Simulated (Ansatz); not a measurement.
Energy difference R1 → P1 + P2, each structure at its B3LYP-D3(BJ)/def2-TZVP stationary point, reached from a drawn start (curvature not checked).
R1: SiF4 (SMILES F[Si](F)(F)F), charge 0, multiplicity 1.
P1: F3Si (SMILES F[Si](F)F), charge 0, multiplicity 2.
P2: F atom, charge 0, multiplicity 2.

P less R. No zero-point or thermal terms; singlets are restricted closed shells; open shells are unrestricted; no spin–orbit coupling.

Cores are frozen in the correlated methods.

Run with Ansatz (Gaussian orbitals). No computed number here is a measurement.

Total energies in hartree:

| structure | PBE/def2-TZVPP | PBE0/def2-TZVPP | CCSD(T)/cc-pV(Q+d)Z |
|---|---|---|---|
| R1 | -688.809129 | -688.836792 | -688.446394 |
| P1 | -588.883650 | -588.907285 | -588.530187 |
| P2 | -99.669123 | -99.676173 | -99.650258 |

### Question
Work out the reaction energy at each level in kcal/mol (1 hartree = 627.50947 kcal/mol), and say how far PBE/def2-TZVPP lies from CCSD(T)/cc-pV(Q+d)Z.

### Answer
- PBE/def2-TZVPP: (-588.883650) + (-99.669123) − (-688.809129) = 0.256356 hartree = 160.87 kcal/mol
- PBE0/def2-TZVPP: (-588.907285) + (-99.676173) − (-688.836792) = 0.253334 hartree = 158.97 kcal/mol
- CCSD(T)/cc-pV(Q+d)Z: (-588.530187) + (-99.650258) − (-688.446394) = 0.265949 hartree = 166.89 kcal/mol
PBE/def2-TZVPP less CCSD(T)/cc-pV(Q+d)Z: -6.02 kcal/mol. CCSD(T)/cc-pV(Q+d)Z is the level counted from, the highest shown, and no exact or measured value.

Ansatz is a quantum-chemistry and plane-wave program.
